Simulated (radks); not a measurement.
Question: The mean radii <r> (bohr) of the occupied orbitals of an atom or ion are listed with their occupations. Method: scalar-relativistic Kohn-Sham, PBEsol, spin-unpolarised, spherical densities, finite nucleus; Fermi nuclear charge, rms radius of each element as measured or else 0.836 A^(1/3) + 0.57 fm; computed with a radial shooting solver on a logarithmic mesh with Libxc functionals.

| orbital | occ. | <r> |
|---|---|---|
| 1s | 2 | 0.02233 |
| 2s | 2 | 0.09515 |
| 2p | 6 | 0.08391 |
| 3s | 2 | 0.2497 |
| 3p | 6 | 0.2481 |
| 3d | 10 | 0.2260 |
| 4s | 2 | 0.5662 |
| 4p | 6 | 0.5996 |
| 4d | 10 | 0.6543 |
| 5s | 2 | 1.380 |
| 5p | 6 | 1.630 |
| 6s | 2 | 4.246 |
| 4f | 7 | 0.9776 |

Name the element and its charge.

Answer: Z = 63, europium, charge 0: Eu in [Xe] 4f7 6s2. The 1s radius gives Z: for a bare nucleus <r> = (2 gamma + 1)/(2Z) with gamma = sqrt(1 - (Z/c)^2), 0.02203 bohr for Z = 63, and screening makes it slightly larger (0.02233 here). The occupations add up to 63, and the charge is Z minus that.
